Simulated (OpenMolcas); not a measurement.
Zn+: input and output

Input:

```
&GATEWAY
Coord
1

Zn 0.0 0.0 0.0
Basis=ANO-R3
Group=XYZ
NoMove
AngMom=0.0 0.0 0.0
AMFI
&SEWARD
&RASSCF
FileOrb=start.orb
Symmetry=1
Spin=2
nActEl=1 0 0
Inactive=8 6
Ras2=1 3
CIRoot=1 1 1
SDav=1
CIMx=300
Iter=120 100
PrWF=0.3
OrbListing=Nothing
MaxOrb=0
Atom
>>> COPY $Project.JobIph JOBPRE
&RASSCF
FileOrb=start.orb
Symmetry=1
Spin=2
nActEl=1 0 0
Inactive=8 6
Ras2=2 6
CIRoot=1 1 1
SDav=2
CIMx=300
Iter=120 100
PrWF=0.3
OrbListing=Nothing
MaxOrb=0
Atom
>>> COPY $Project.JobIph JOB001
&RASSCF
FileOrb=start.orb
Symmetry=2
Spin=2
nActEl=1 0 0
Inactive=8 6
Ras2=2 6
CIRoot=3 3 1
SDav=6
CIMx=300
Iter=120 100
PrWF=0.3
OrbListing=Nothing
MaxOrb=0
Atom
>>> COPY $Project.JobIph JOB002
&RASSI
NrOfJobIphs=2 1 3
1
1 2 3
IphNames
JOB001
JOB002
EJob
SpinOrbit
DIPRint=1.0
SOCoupling=1000.0
Subsets=2
MEES
Property=10
'ANGMOM' 1 'ANGMOM' 2 'ANGMOM' 3 'MLTPL  1' 1 'MLTPL  1' 2 'MLTPL  1' 3
'AMFI' 1 'AMFI' 2 'AMFI' 3 'MLTPL  2' 6
SOProperty=3
'ANGMOM' 1 'ANGMOM' 2 'ANGMOM' 3
```

Launched by
```bash
OMP_NUM_THREADS=1 MOLCAS_MEM=2252 MOLCAS_PROJECT=a pymolcas a.inp > a.log  # once for each step of the input, in one work folder
```

A driver script runs the steps one by one and writes start.orb anew before each from the orbitals found so far.

Output, cut to the results:

```
--- SEWARD ---
Basis set label: ZN.ANO-R...7S5P5D3F2G1H.

      Electronic valence basis set:
      ------------------
      Associated Effective Charge  30.000000 au
      Associated Actual Charge     30.000000 au
      Nuclear Model: Finite nucleus - Gaussian distribution
        Gaussian exponent, Xi/bohr**(-2):  2.74190E+08

      Shell  nPrim  nBasis  Cartesian Spherical Contaminant
         s      20       7        X
         p      13       5        X
         d       9       5                 X
         f       5       3                 X
         g       4       2                 X
         h       3       1                 X
                  Relativistic X2C integrals
                  Atomic mean-field integrals
--- RASSCF ---
Wave function specifications:
      -----------------------------

      Number of closed shell electrons          28
      Number of electrons in active shells       1
      Max number of holes in RAS1 space          0
      Max nr of electrons in RAS3 space          0
      Number of inactive orbitals               14
      Number of active orbitals                  8
      Number of secondary orbitals              75
      Spin quantum number                      0.5
      State symmetry                             1
Orbital specifications:
      -----------------------

      Symmetry species                           1   2
                                                ag  au
      Frozen orbitals                            0   0
      Inactive orbitals                          8   6
      Active orbitals                            2   6
      RAS1 orbitals                              0   0
      RAS2 orbitals                              2   6
      RAS3 orbitals                              0   0
      Secondary orbitals                        40  35
      Deleted orbitals                           0   0
      Number of basis functions                 50  47
      Number of CSFs                             2
      Number of root(s) required                 1
      Iter CI   SX   CI       RASSCF       Energy    max ROT     max BLB   max BLB  Level Ln srch  Step   QN
          iter iter root      energy       change     param      element    value   shift minimum  type update
 Nr of preliminary CI iterations:   1
 ###############################################################################
 ###############################################################################
 ###                                                                         ###
 ###                                                                         ###
 ###    WARNING: Problems in orbital optimization.                           ###
 ###                                                                         ###
 ###                                                                         ###
 ###############################################################################
 ###############################################################################
  Warning: In symmetry  1, orbital p=  10 has diagonal density matrix element D(p,p) close to zero. D(p,p)=  6.276561E-28
 ###############################################################################
        ...
  Warning: In symmetry  2, orbital p=  10 has diagonal density matrix element D(p,p) close to zero. D(p,p)=  0.000000E+00
  Warning: In symmetry  2, orbital p=  11 has diagonal density matrix element D(p,p) close to zero. D(p,p)=  0.000000E+00
  Warning: In symmetry  2, orbital p=  12 has diagonal density matrix element D(p,p) close to zero. D(p,p)=  0.000000E+00
        4   1    2    1  -794.02592185   -1.36E-12   1.55E-08    7  26 1 -2.91E-07   0.50   0.00    SX    NO
      Convergence after  4 iterations
        5   1    2    1  -794.02592185    2.27E-13   1.55E-08    7  31 1 -1.57E-07   0.50   0.00    SX    NO
      Natural orbitals and occupation numbers for root  1
      sym 1:   1.000000   0.000000
      sym 2:   0.000000   0.000000   0.000000   0.000000   0.000000   0.000000
::    RASSCF root number  1 Total energy:  -1794.02592185
--- RASSCF ---
Wave function specifications:
      -----------------------------

      Number of closed shell electrons          28
      Number of electrons in active shells       1
      Max number of holes in RAS1 space          0
      Max nr of electrons in RAS3 space          0
      Number of inactive orbitals               14
      Number of active orbitals                  8
...
--- RASSI ---
SPIN-FREE ENERGIES:
  (Shifted by EMIN (a.u.) =      -1794.0259218526)

 SF State       Relative EMIN(au)   Rel lowest level(eV)    D:o, cm**(-1)      L_eff

     1             0.0000000000        0.0000000000              0.0000         0.0
     2             0.3070444208        8.3551043298          67388.4611         1.0
     3             0.3070444208        8.3551043298          67388.4611         1.0
     4             0.3070444208        8.3551043298          67388.4611         1.0
     Dipole printing threshold changed to   1.00000000E+00

++ Dipole transition strengths (spin-free states):
   -----------------------------------------------
     for osc. strength at least  1.00000000E+00

  ( Max oscillator strength is only   0.37188003113333429      )
--
Eigenvalues of complex Hamiltonian:
   -----------------------------------
  (Shifted by EMIN (a.u.) =      -1794.0259218526)

 SO State       Relative EMIN(au)   Rel lowest level(eV)    D:o, cm**(-1)     J-value

     1             0.0000000000        0.0000000000              0.0000         0.4
     2             0.0000000000        0.0000000000              0.0000         0.4
     3             0.3028694620        8.2414979129          66472.1635         0.4
     4             0.3028694620        8.2414979129          66472.1635         0.4
     5             0.3091319002        8.4119075383          67846.6098         1.0
     6             0.3091319002        8.4119075383          67846.6098         1.1
     7             0.3091319002        8.4119075383          67846.6098         1.3
     8             0.3091319002        8.4119075383          67846.6098         1.2
Weights of the five most important spin-orbit-free states for each spin-orbit state.

 SO State  Total energy (au)           Spin-free states, spin, and weights
 -------------------------------------------------------------------------------------------------------
...
```

The J values that RASSI prints are effective ones from its own formula and need not be integers or half-integers; the table below assigns J from the states.

Levels above the lowest, from the spin-orbit matrix, grouped by J:

| Configuration | Term | J | E (cm⁻¹) | Measured (cm⁻¹) | Term weight % |
| --- | --- | --- | --- | --- | --- |
| 4s | ²S | 1/2 | 0.0 | 0.0 | 100 |
| 4p | ²P° | 1/2 | 66472 | 48481 | 100 |
| 4p | ²P° | 3/2 | 67847 | 49355 | 100 |

Against the 2 measured excited levels shown (NIST Handbook of Basic Atomic Spectroscopic Data) the mean absolute deviation is 18000 cm-1; the largest miss in energy is 4p ²P°_3/2: computed 67847, measured 49355 cm⁻¹ (+37.5 %).

With one active electron outside closed inactive shells, the extra shells (5p 5s) add no correlation to the reference. With one active electron the reference holds no correlation, so core polarisation is missing. The ANO-R sets hold no well-fitted valence p shell for this element, so s → p excitations can come out far too high. Measured partners are found by configuration, term and J. A level has none where our copy of the source lacks it or the pairing is in doubt (some pairs that miss far off the trend of their configuration count as doubtful), and it then counts in no deviation. Levels of configurations outside the active space are missing. The first state left out of the spin-orbit step lies near 130000 cm-1 above the lowest spin-free state of the reference (among the parities and spins computed), and the list stops at four fifths of that energy or lower.

The term weight is that of the spin-free term in the level, not the purity of its configuration. ° marks odd parity.
